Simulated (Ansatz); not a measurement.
Computed with Ansatz on PBE0-D4/def2-TZVP structures; ΔE is electronic, products minus reactants. CBS: MP2 limit from def2 TZ/QZ plus the TZ coupled-cluster correction, frozen cores. This one scheme is used for every species. DFT in def2-TZVPP. One conformer a species, not always the lowest.

Reaction (hydrogenolysis of the Si–O bond): `N[Si@H](O)O[Si@@H](N)O` + H₂ → `N[SiH2]O[SiH](N)O` + H₂O

`N[Si@H](O)O[Si@@H](N)O`:

Z-matrix (Å, degrees):
```
Si
O 1 1.647
O 1 1.629 2 112.1
N 1 1.703 2 110.2 3 116.7
H 1 1.479 2 103.3 3 -118.5
H 2 0.960 1 114.7 3 -82.2
Si 3 1.636 1 139.5 2 -40.0
H 4 1.006 1 121.7 2 69.4
H 4 1.007 1 119.2 2 -142.8
N 7 1.704 3 105.9 1 4.5
O 7 1.636 3 113.1 1 -116.2
H 7 1.477 3 107.5 1 130.6
H 10 1.006 7 122.2 3 -178.9
H 10 1.009 7 120.2 3 28.2
H 11 0.959 7 116.1 3 72.4
```

H₂:

```xyz
2

H    -0.130   -0.079    0.341
H     0.130    0.079   -0.341
```

`N[SiH2]O[SiH](N)O`:

```xyz
14

N    -0.258   -0.563   -1.726
Si    0.062   -1.672   -0.439
O    -0.112   -0.908    0.999
Si   -0.342    0.690    1.297
N     1.124    1.462    0.844
O    -1.556    1.326    0.407
H    -0.779   -0.895   -2.523
H     0.473    0.070   -2.015
H     1.439   -2.228   -0.476
H    -0.940   -2.757   -0.568
H    -0.742    0.824    2.712
H     1.994    1.129    1.232
H     1.133    2.468    0.774
H    -1.496    1.055   -0.518
```

H₂O:

Cartesian coordinates in Å:
```
O 0.386 -0.053 -0.002
H -0.138 0.395 0.665
H -0.247 -0.342 -0.663
```

**Question.** Is it downhill or uphill in electronic energy at CCSD(T)/CBS, and by how much? (Estimate.)

**Answer.** Computed: Uphill: ΔE = +1.03 eV.

**Question.** What do these levels give: PBE-D4, r2SCAN-D4, PBE0-D4, ωB97M-V, B2PLYP, PBE, r2SCAN, HF/def2-TZVPP, MP2/def2-TZVPP, SCS-MP2/def2-TZVPP, MP2/def2-QZVPP, HF/CBS(def2)? (An estimate is asked.)

**Answer.** The calculation gave: PBE-D4 0.96, r2SCAN-D4 1.09, PBE0-D4 0.97, ωB97M-V 1.04, B2PLYP 1.05, PBE 0.94, r2SCAN 1.08, HF/def2-TZVPP 1.03, MP2/def2-TZVPP 1.07, SCS-MP2/def2-TZVPP 1.05, MP2/def2-QZVPP 1.08, HF/CBS(def2) 1.05 eV.

Largest T1 diagnostic among the species: 0.011.
